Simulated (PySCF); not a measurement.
A side-by-side comparison of computed properties.

First species: C2H12O2Si4.
Numbering: `[CH3:1][SiH:2]([CH3:3])[O:4][SiH:5]1[SiH2:6][O:7][SiH2:8]1` (hydrogens: H9, H10, H11 on C1; H12 on Si2; H13, H14, H15 on C3; H16 on Si5; H17, H18 on Si6; H19, H20 on Si8)

Second species: C₃H₁₀O₂SSi.
SMILES: `CCO[Si@](C)(O)S`

Levels: PBE0/pcSseg-1 for dipole moment, HOMO energy, LUMO energy and HOMO–LUMO gap; GFN2-xTB for rotational constant A and rotational constant C. Geometries: GFN2-xTB. All species are isolated and taken at one optimised geometry, non-relativistic unless stated; the electronic structure was computed with PySCF and density fitting.

The conformers computed, where there is a choice (atom-mapped SMILES and torsion angles):
- `[CH3:1][SiH:2]([CH3:3])[O:4][SiH:5]1[SiH2:6][O:7][SiH2:8]1`: C1–Si2–O4–Si5 -38°, Si2–O4–Si5–Si6 34°
- `[CH3:1][CH2:2][O:3][Si@:4]([CH3:5])([OH:6])[SH:7]`: C1–C2–O3–Si4 173°, C2–O3–Si4–C5 70°, H–O6–Si4–O3 -159°, H–S7–Si4–O3 -27°

| property | column X | column Y |
| --- | --- | --- |
| dipole moment | 2.14 D | 2.31 D |
| HOMO energy | -7.14 eV | -7.39 eV |
| LUMO energy | 0.54 eV | -1.20 eV |
| HOMO–LUMO gap | 7.68 eV | 6.19 eV |
| rotational constant A | 2.347 GHz | 1.869 GHz |
| rotational constant C | 0.947 GHz | 0.494 GHz |

Problem. Which column belongs to which species?

Solution. Column X is the second species and column Y the first. The first has 20 atoms and 96 electrons, the second 17 and 74.

Problem. How does each property change from the first species to the second?

Solution. dipole moment -0.17 D; HOMO energy +0.25 eV; LUMO energy +1.74 eV; HOMO–LUMO gap +1.49 eV; rotational constant A +0.478 GHz; rotational constant C +0.453 GHz.

On the first: The dipole equals about 7.7 × 10⁻³⁰ C·m (1 D = 3.33564 × 10⁻³⁰ C·m).

On the second: In atomic units the dipole is 0.84 e·bohr (1 au = 2.5417 D).
